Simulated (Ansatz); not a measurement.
The same ligand exchange along the group O, S, Te.

Computed with Ansatz on PBE0-D4/def2-TZVP structures; ΔE is electronic, products minus reactants. CCSD(T)/CBS is the MP2 limit (def2-TZVPP, def2-QZVPP) plus CCSD(T) − MP2 in def2-TZVPP, frozen cores. def2 core potentials past Kr. For Te outer-core shells are correlated without core-valence functions, which leaves a few kJ/mol of doubt a bond. One conformer a species, not always the lowest.

Order these by ΔE at CCSD(T)/CBS, lowest first. (Best estimate.)
A. `[NH2][AlH][SiH2][TeH]` + CH₃NH₂ → `C[NH][AlH][NH2]` + `[SiH3][TeH]`
B. `[NH2][AlH][SiH2]O` + CH₃NH₂ → `C[NH][AlH][NH2]` + `O[SiH3]`
C. `[NH2][AlH][SiH2]S` + CH₃NH₂ → `C[NH][AlH][NH2]` + `[SiH3]S`

B (-0.99 eV), C (-0.83 eV), A (-0.70 eV).

Largest T1 diagnostic: 0.013, for `[NH2][AlH][SiH2]S`.
